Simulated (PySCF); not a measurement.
# Exercise with solution: oscillator strength and radiative lifetime

C3H9ClSi, SMILES Cl[C@@H](C)C[SiH3].

The structure is a stationary point at B3LYP-D3(BJ)/def2-SVP. The structure was generated by enumeration; whether it is a known compound was not checked. Other conformers were not sampled.

TDDFT-PBE/def2-SVPD (PySCF) puts the first singlet state with f over 0.02 at 6.66 eV (vertical), with the transition dipole (-0.490, 0.032, -0.033) in atomic units.

**Question.** Find the oscillator strength, the wavelength and the radiative lifetime that this transition would have in vacuum if emission retraced absorption.

**Answer.** 
|μ|² = 0.2422 au, so |μ| = 1.25 D. ΔE = 6.66/27.211 = 0.2448 hartree. f = (2/3) ΔE |μ|² = 0.040 (the program prints 0.040).
λ = 1239.84/6.66 = 186 nm; ν = 53716 cm⁻¹.
Einstein's coefficient A = 0.6670 ν² f s⁻¹ (ν in cm⁻¹) = 7.6e7 s⁻¹, so τ = 1/A = 13 ns. This state is S3; the lower singlets have f = 0.007, 0.002. The figure is the radiative limit of this one transition; relaxation, internal conversion, crossing to triplets and a medium change what is measured.
